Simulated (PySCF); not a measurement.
**BI₃: double against triple zeta**

Base calculation in PySCF with density fitting and no spin–orbit coupling, B3LYP/def2-SVP (scalar-relativistic core potentials): singlet, D3h, B–I 2.138 Å (×3); wavenumbers 103 (×2), 191, 317, 696 (×2) cm⁻¹; gap between the highest occupied and lowest empty levels 4.48 eV, polar-tensor charge of B 1.05 e, atomisation energy (no zero-point energy) 909 kJ/mol.

What changes on going to B3LYP/def2-TZVP (scalar-relativistic core potentials)?

The point group stays the same. Changes: mean bond to B -0.009 Å, highest wavenumber -11 cm⁻¹, lowest wavenumber -1 cm⁻¹, gap between the highest occupied and lowest empty levels +0.02 eV, polar-tensor charge of B -0.02 e, atomisation energy (no zero-point energy) -11 kJ/mol. The new structure has B–I 2.129 Å (×3), with wavenumbers 102 (×2), 189, 317, 685 (×2) cm⁻¹. The larger basis shortens the bonds, as added polarisation functions usually do.

The structures come from searches over a few start shapes, so lower isomers are not excluded.
